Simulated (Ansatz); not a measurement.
```yaml
crystal:
  periodic: [false, false, false]
  atoms:
    - {symbol: N, position_ang: [-1.106145, 0.620885, -0.906250]}
    - {symbol: Ga, position_ang: [0.140435, 0.596118, 0.268019]}
    - {symbol: N, position_ang: [0.833274, -1.165355, 0.666216]}
    - {symbol: H, position_ang: [-1.566887, -0.016559, -1.292909]}
    - {symbol: H, position_ang: [-1.484216, 1.586726, -1.153995]}
    - {symbol: H, position_ang: [0.642068, 1.884343, 1.169279]}
    - {symbol: H, position_ang: [1.669196, -1.314674, 1.113938]}
    - {symbol: H, position_ang: [0.681715, -2.100290, 0.070829]}
basis:
  gaussian: {orbitals: cc-pVTZ}
hamiltonian: {xc: {name: wPBEh}}
relax: {f_tol: 0.001, max_steps: 2}
output: {forces: true}
```

```sh
$ ansatz run in.yaml --threads 2 --pin off --events-out ev --progress --plain --max-ram 22528MiB --backend cuda --devices 0, --max-vram 18GiB
```

Shortened log:

```
Functional definition: wPBEh
1056 factors; their error is unknown
99 factors; integrals over basis functions are off by at most 2.0e-7 eV
mean field evaluation 1: about -55415.9278 eV, gradient 9.1e1 eV
mean field evaluation 2: about -55377.3361 eV, gradient 1.4e2 eV
mean field evaluation 4: about -55430.5906 eV, gradient 1.5e1 eV
mean field evaluation 8: about -55431.0289 eV, gradient 1.2e-1 eV
mean field evaluation 16: about -55431.2229 eV, gradient 7.9e-5 eV
mean field -55431.22292462 eV, -2037.0598698475 hartree, gradient 2.2e-5 eV, S^2 0.000000; 0 other end points of the search recorded, 0 dependent functions left out
reference -55431.22296590 eV, -2037.0598713644 hartree; 25, 25 occupied and 148, 148 virtual orbitals, 1056 factors
relax step   1: F+E_penalty+E_count = -55431.22292462 eV  Δ(F+E_penalty+E_count) = +0.000e0 eV  max|allowed force component| = 9.391e0 eV/Å  Δτ_max = 0.0000 Å  (31 SCF iters, accepted)
1056 factors; their error is unknown
99 factors; integrals over basis functions are off by at most 2.0e-7 eV
mean field -55432.38060850 eV, -2037.1024139452 hartree, gradient 1.7e-5 eV, S^2 0.000000; 0 other end points of the search recorded, 0 dependent functions left out
reference -55432.38065046 eV, -2037.1024154871 hartree; 25, 25 occupied and 148, 148 virtual orbitals, 1056 factors
relax step   2: F+E_penalty+E_count = -55432.38060850 eV  Δ(F+E_penalty+E_count) = -1.158e0 eV  max|allowed force component| = 1.788e0 eV/Å  Δτ_max = 0.1914 Å  (40 SCF iters, accepted)
Error: geometry relaxation did not converge after 2 steps: max|allowed force component| = 1.79e0 eV/Å (threshold 1.0e-3). Raise `relax.max_steps` over both its present limit and 2, loosen `relax.f_tol`, or start from a geometry closer to equilibrium. Where this run's directory can be resumed (`checkpoint.write`), a resume goes on for up to `relax.max_steps` more
```

Q: What is wrong with this run?

A: The relaxation is allowed too few steps for its threshold. The run did not converge.
